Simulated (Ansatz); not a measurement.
Stepwise reaction of `CN(C)[Si]N(C)C` with hydrogen, as a gas-phase model of exchange steps in deposition or etching. ΔE in kJ/mol.

Computed with Ansatz on PBE0-D4/def2-TZVP structures; ΔE is electronic, products minus reactants. CCSD(T)/CBS adds triple-zeta CCSD(T) − MP2 to the extrapolated MP2 energy (def2 sets, frozen cores). This one scheme is used for every species. DFT in def2-TZVPP. B3LYP here is the variant with VWN-RPA as its local correlation; programs differ in this. One conformer a species, not always the lowest.

```
step                              reaction  PBE-D4  B3LYP-D4  ωB97M-V  CCSD(T)/CBS
   2  `CN(C)[SiH]` + H₂ → `[SiH2]` + `CNC`   127.5     121.1    116.9        119.7
```

(1) Give the row of step 1, `CN(C)[Si]N(C)C` + H₂ → `CN(C)[SiH]` + `CNC`. (Estimate.)

(2) By hand: ΔE of the 2 steps together at CCSD(T)/CBS.

Results:

(1) The calculation gave: 
```csv
step,reaction,PBE-D4,B3LYP-D4,ωB97M-V,CCSD(T)/CBS
1,`CN(C)[Si]N(C)C` + H₂ → `CN(C)[SiH]` + `CNC`,63.9,63.8,62.4,62.9
```

(2) (62.9) + (119.7) = 182.6 kJ/mol, or 91.3 kJ/mol a step.

In ΔE each step is higher than the one before. All are uphill at CCSD(T)/CBS. PBE-D4 differs from CCSD(T)/CBS by 1.0 to 7.8 kJ/mol a step. Isolated molecules leave out the surface, adducts and barriers. Largest T1 diagnostic: 0.015.
